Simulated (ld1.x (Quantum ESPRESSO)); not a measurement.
**Varying the TM potential for Ga (Z = 31)**

Base potential:

ld1.x (Quantum ESPRESSO) 7.5 input, shortened:

```
&input
   title='Ga', zed=31., rel=1, dft='PBESOL', iswitch=3,
   config='[Ar] 3d10 4s2 4p1 4d-2'
 /
 &inputp
   pseudotype=2, tm=.true., lloc=0,
   nlcc=.true., new_core_ps=.true., rcore=1.45
 /
3
4P  2  1   1.00   0.00  1.90  1.90  0.0
4D  3  2  -2.00   0.10  1.85  1.85  0.0
4S  1  0   2.00   0.00  2.00  2.00  0.0
 &test
   configts(1)='4s2 4p1'
 /
```

Cutoffs, loose and tight: the cutoffs (Ry, on a coarse ladder) from which the occupation-weighted sum of valence levels, in a spherical-Bessel basis at the reference potential, stays within 10 and 1 mRy of its value at 400 Ry. They do not see the model core or the augmentation charge, which bear on the density cutoff. Test errors are all-electron minus pseudo excitation energies from the reference, over the configurations 4s2 4p0; 4s1 4p0; 4s2 4p0.5; 4s2 4p1.3; 4s1 4p2; 4s0 4p3; 4s1 4p1. A dash means not determined; rows that change the core or the reference have their own tests.

A true bound ghost makes a file unfit for plane-wave use even where its test errors are small: the radial tests pick states by their node count and pass the ghost by.

| change | outcome | cutoff, loose | cutoff, tight | bound ghosts | largest test error (meV) |
| --- | --- | --- | --- | --- | --- |
| base | generated | 15 Ry | 35 Ry | d | -189 |
| all radii but the core radius scaled by about 0.78 (s 1.56, p 1.48, d 1.44 bohr) | generated | 40 Ry | 60 Ry | p, d | -192 |
| all radii but the core radius scaled by about 0.82 (s 1.64, p 1.56, d 1.50 bohr) | generated | 35 Ry | 45 Ry | p, d | -192 |
| all radii but the core radius scaled by about 0.90 (s 1.80, p 1.72, d 1.66 bohr) | generated | 21 Ry | 40 Ry | d | -190 |
| all radii but the core radius scaled by about 0.95 (s 1.90, p 1.80, d 1.76 bohr) | generated | 15 Ry | 35 Ry | d | -190 |
| all radii but the core radius scaled by about 1.04 (s 2.08, p 1.98, d 1.92 bohr) | generated | 12 Ry | 30 Ry | d | -189 |
| all radii but the core radius scaled by about 1.09 (s 2.18, p 2.08, d 2.02 bohr) | generated | 12 Ry | 30 Ry | d | -189 |
| all radii but the core radius scaled by about 1.18 (s 2.34, p 2.24, d 2.18 bohr) | generated | 10 Ry | 30 Ry | d | -190 |
| all radii but the core radius scaled by about 1.24 (s 2.48, p 2.36, d 2.28 bohr) | generated | 10 Ry | 21 Ry | d | -192 |
| all radii but the core radius scaled by about 1.32 (s 2.64, p 2.52, d 2.44 bohr) | generated | 8 Ry | 21 Ry | d | -196 |
| all radii but the core radius scaled by about 1.39 (s 2.78, p 2.64, d 2.56 bohr) | generated | 8 Ry | 18 Ry | none | -233 |

Reading the sweep of the scale of all radii but the core radius (base = 1) (base included, trends over the rows without a ghost): Bound ghosts are found at 0.78, 0.82, 0.9, 0.95, 1, 1.04, 1.09, 1.18, 1.24, 1.32.
